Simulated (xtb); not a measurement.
Al(H)(F)(OMe) (CH4AlFO), SMILES C[O][AlH][F]. All values are semi-empirical tight-binding results from xtb (GFN2-xTB unless named), good for trends rather than for accurate numbers. Geometry: GFN2-xTB. The values are those of a single conformer.

Optimised geometry:

Bonds (Å): Al1–H2 1.493, Al1–F3 1.649, Al1–O4 1.640, O4–C5 1.401, C5–H6 1.092, C5–H7 1.092, C5–H8 1.092. Bond angles (°): H2–Al1–F3 117.4, H2–Al1–O4 118.1, F3–Al1–O4 124.4, Al1–O4–C5 176.4, O4–C5–H6 109.8, O4–C5–H7 110.0, O4–C5–H8 109.7, H6–C5–H7 109.1, H6–C5–H8 109.1, H7–C5–H8 109.1.

A frequency run showed that this geometry is not a minimum.

For metal compounds this method's bond lengths and energies can be far off.

The orbital gap is 5.24 eV.

Q: Give the atomic charges and the Wiberg bond orders between heavy atoms. (Estimate from the structure and the level; the computed values follow.)

A: charges (e) Al1 0.44, H2 -0.06, F3 -0.25, O4 -0.33, C5 0.04, H6 0.05, H7 0.05, H8 0.05. Bond orders Al1–F3 1.26, Al1–O4 1.39, O4–C5 0.96.
